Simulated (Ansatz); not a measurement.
`C=C(O)[SiH3]` + HCl → `C=C(O)Cl` + SiH₄ at 400 K and 1 bar (substitution at a C–Si bond).

Gas-phase electronic energies from Ansatz, PBE0-D4/def2-TZVP geometries. CBS: MP2 limit from def2 TZ/QZ plus the TZ coupled-cluster correction, frozen cores. This one scheme is used for every species. One conformer a species, not always the lowest.

```tsv
species	CCSD(T)/CBS energy (Eh)	H − E (kJ/mol)	S (J/(mol·K))
`C=C(O)[SiH3]`	-443.92889	216.6	352.5
HCl	-460.38127	29.6	195.4
`C=C(O)Cl`	-612.82898	146.6	309.1
SiH₄	-291.46306	96.9	218.6
```

H − E and S are ideal-gas, rigid-rotor, harmonic terms from PBE0-D4/def2-TZVP, for one conformer and one mirror image of each species. 1 Eh = 2625.50 kJ/mol, R = 8.31446 J/(mol·K).

Q: By hand: ΔE, ΔH, ΔS and ΔG.

A: ΔE = (-612.82898) + (-291.46306) − (-443.92889) − (-460.38127) = 0.01812 Eh = 47.6 kJ/mol. Δ(H − E) = 146.6 + 96.9 − 216.6 − 29.6 = -2.7, so ΔH = 44.9 kJ/mol. ΔS = 309.1 + 218.6 − 352.5 − 195.4 = -20.2 J/(mol·K). ΔG = 44.9 − 400 × (-20.2)/1000 = 53.0 kJ/mol.

Q: By hand: the equilibrium constant, and the temperature at which ΔG would vanish if ΔH and ΔS stayed fixed.

A: log₁₀ K = −ΔG/(RT ln 10) = -6.9. ΔH and −TΔS have one sign here, so there is no such temperature.

ΔH outweighs TΔS. A doubt of 5 kJ/mol in ΔE shifts log₁₀ K by 0.7 here. Other conformers and mirror images would add mixing entropy, several J/(mol·K) or more a flexible species. Modes under 60 cm⁻¹, often nearly free rotors, make the harmonic entropy too high. These are equilibria of isolated gas molecules and say nothing of rates. Largest T1 diagnostic: 0.013 (customary marks: 0.02 for closed shells, 0.045 for open ones).
